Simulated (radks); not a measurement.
Results of a calculation; reference values are marked as such.
Spin polarisation of the 4d4 shell in the niobium ion Nb+. Start: [Kr] 4d(up 2, down 2); electrons of 4d are moved from spin down to spin up, other shells keep equal spins. Level of theory: scalar-relativistic Kohn-Sham, LDA (Slater exchange, Perdew-Wang correlation), spin-polarised, spherical densities, finite nucleus; Fermi nuclear charge, rms radius of each element as measured or else 0.836 A^(1/3) + 0.57 fm (a radial shooting solver on a logarithmic mesh with Libxc functionals).

moment (Bohr magnetons)  E - E(0) (eV)  e(4d up) (eV)  e(4d down) (eV)  4p down minus up (eV)  4s down minus up (eV)  3d down minus up (eV)
0                                0.000         -9.547           -9.547                  0.000                  0.000                  0.000
1                               -0.137         -9.797           -9.250                  0.519                  0.470                  0.089
2                               -0.549        -10.004           -8.900                  1.040                  0.940                  0.177
3                               -1.243        -10.165           -8.492                  1.563                  1.410                  0.264
4                               -2.225        -10.277           -8.007                  2.089                  1.880                  0.350

At moment 4 the spin-polarisation energy is -2.225 eV and the 4d exchange splitting 2.270 eV, that is 0.568 eV per Bohr magneton; E = -I m^2/4 would give I = 0.556 eV.
